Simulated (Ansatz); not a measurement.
Ansatz (a first-principles code) input (PBE/3-21G): The .json file is the Basis Set Exchange's 3-21G.

Ansatz 0.2 input:
```yaml
crystal:
  periodic: [false, false, false]
  atoms:
    - {symbol: N, position_ang: [-2.18613200, 1.00830500, -0.18368700]}
    - {symbol: Si, position_ang: [-1.17016100, -0.28430800, -0.27200400]}
    - {symbol: N, position_ang: [0.33691700, 0.10221700, 0.60266400]}
    - {symbol: Si, position_ang: [1.93087200, -0.16389700, 0.09072700]}
    - {symbol: H, position_ang: [-3.17908500, 0.80065100, -0.18421200]}
    - {symbol: H, position_ang: [-0.54513600, -0.72950300, -1.59490800]}
    - {symbol: H, position_ang: [-1.64644800, -1.62570300, 0.26956300]}
    - {symbol: H, position_ang: [0.17716900, 0.83755700, 1.27855400]}
    - {symbol: H, position_ang: [2.22900000, -1.60515100, -0.15032500]}
    - {symbol: H, position_ang: [2.88903300, 0.29272700, 1.14688900]}
    - {symbol: H, position_ang: [2.37001800, 0.53063900, -1.16052600]}
basis:
  gaussian:
    orbitals: 3-21G.json
hamiltonian:
  xc: {name: PBE}
total_charge: -1
output: {forces: true}
```

Output:

```
Functional definition: PBE
integrals: 0.02 GiB planned
693 factors; integrals over basis functions are off by at most 1.1e-3 eV
mean field: 0.11 GiB planned
mean field evaluation 1: about -18729.6879 eV, gradient 5.7e1 eV
mean field evaluation 2: about -18613.1654 eV, gradient 1.5e2 eV
mean field evaluation 4: about -18735.7382 eV, gradient 1.7e1 eV
mean field evaluation 8: about -18736.4504 eV, gradient 2.9e-1 eV
mean field evaluation 16: about -18736.4327 eV, gradient 3.2e-5 eV
mean field -18736.43273364 eV, -688.5512029512 hartree, gradient 3.2e-5 eV, S^2 0.000000; 0 other end points of the search recorded, 0 dependent functions left out
the calculation of the forces begins
reference -18736.43276992 eV, -688.5512042844 hartree; 25, 25 occupied and 33, 33 virtual orbitals, 693 factors
Total energy: -18736.43276992 eV, -688.5512042844 hartree
Atom 0 at    -2.186132     1.008305    -0.183687 Å, force    -0.430796     1.975637     0.109592 eV/Å
Atom 1 at    -1.170161    -0.284308    -0.272004 Å, force     0.394510    -1.411705    -0.256786 eV/Å
Atom 2 at     0.336917     0.102217     0.602664 Å, force    -0.720792     0.171494     0.450306 eV/Å
Atom 3 at     1.930872    -0.163897     0.090727 Å, force     0.791706    -0.193845    -0.524796 eV/Å
Atom 4 at    -3.179085     0.800651    -0.184212 Å, force    -1.112389     0.026448     0.007960 eV/Å
Atom 5 at    -0.545136    -0.729503    -1.594908 Å, force     0.386938    -0.212499    -0.454773 eV/Å
Atom 6 at    -1.646448    -1.625703     0.269563 Å, force    -0.162766    -0.728864     0.195409 eV/Å
Atom 7 at     0.177169     0.837557     1.278554 Å, force    -0.166900     0.534944     0.703465 eV/Å
Atom 8 at     2.229000    -1.605151    -0.150325 Å, force     0.252982    -0.542972    -0.090457 eV/Å
Atom 9 at     2.889033     0.292727     1.146889 Å, force     0.381168     0.146271     0.383387 eV/Å
Atom 10 at     2.370018     0.530639    -1.160526 Å, force     0.386338     0.235091    -0.523308 eV/Å
Dipole moment:     0.673080    -0.099942     0.315370 e Å
```

The dipole moment of an ion depends on the origin.

The geometry given is a B3LYP-D3(BJ)/def2-TZVP minimum.
